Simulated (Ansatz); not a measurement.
Calculated with Ansatz (gas phase, PBE0-D4/def2-TZVP geometries, no zero-point term in ΔE). CBS: MP2 limit from def2 TZ/QZ plus the TZ coupled-cluster correction, frozen cores. This one scheme is used for every species. Each species was taken in one conformer, which may not be the lowest.

Reaction (ligand exchange at the Si–N bond): `[SiH3]N[SiH2]O[SiH3]` + H₂S → `[SiH3]O[SiH2]S` + `N[SiH3]`

```csv
species,CCSD/CBS(def2) energy (Eh)
`[SiH3]N[SiH2]O[SiH3]`,-1002.63238
H₂S,-398.96478
`[SiH3]O[SiH2]S`,-1054.80037
`N[SiH3]`,-346.79199
```

Question: Work out ΔE.

Answer: ΔE = (-1054.80037) + (-346.79199) − (-1002.63238) − (-398.96478) = 0.00480 Eh = +3.0 kcal/mol. CCSD(T)/CBS gives +2.8 kcal/mol.

Largest T1 diagnostic among the species: 0.011.

From PBE to PBE0 (25 % exact exchange), in def2-TZVPP and without D4, ΔE moves by +0.7 kcal/mol. The D4 term adds +1.4 kcal/mol with B3LYP and +0.9 kcal/mol with PBE0; it sums over pairs of atoms, weighted by their polarisabilities, and B3LYP, whose exchange is more repulsive, gets the larger term.

B3LYP here is the variant with VWN-RPA as its local correlation; programs differ in this.
